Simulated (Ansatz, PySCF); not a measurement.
Species: C3H5Cl, charge 0, multiplicity 1. 
Structure (B3LYP-D3(BJ)/def2-TZVP (Ansatz, a quantum-chemistry and plane-wave program) minimum search):
```
C
C 1 1.3231
H 2 1.0812 1 123.80
H 1 1.0847 2 119.00 3 180.00
C 1 1.4957 4 117.58 2 -180.00
H 5 1.0904 1 111.68 4 180.00
H 5 1.0934 6 108.21 1 -122.25
H 5 1.0934 6 108.21 7 -115.50
Cl 2 1.7403 3 112.81 1 180.00
```

Total electronic energies in hartree. Valence correlation only, unless marked. Spin-orbit coupling is left out. Non-relativistic. CBS(X,Y): correlation extrapolated as X^-3; Hartree-Fock from the larger set. The bracket is a focal-point correction in the basis named.

```tsv
level	program	energy (Eh)
HF/6-31G*	Ansatz	-575.97308
HF/cc-pwCVTZ	Ansatz	-576.05577
BHLYP/def2-TZVPD	Ansatz	-577.48685
TPSSh-D3(BJ)/def2-TZVPD	PySCF + dftd3	…
r2SCAN0/def2-TZVPD	Ansatz	…
MP2/6-31G*	Ansatz	-576.48711
CCSD/STO-3G	Ansatz	-569.89343
RI-MP2/CBS(aug-cc-pV(T+d)Z,aug-cc-pV(Q+d)Z)+[CCSD(T)-MP2]/aug-cc-pV(T+d)Z	Ansatz	-576.9197
CCSD(T)/CBS(cc-pV(T+d)Z,cc-pV(Q+d)Z)	Ansatz	-576.9120
```

Question: Fill in the missing entries.

Answer: 
- TPSSh-D3(BJ)/def2-TZVPD, energy (Eh): -577.59822
- r2SCAN0/def2-TZVPD, energy (Eh): -577.44297
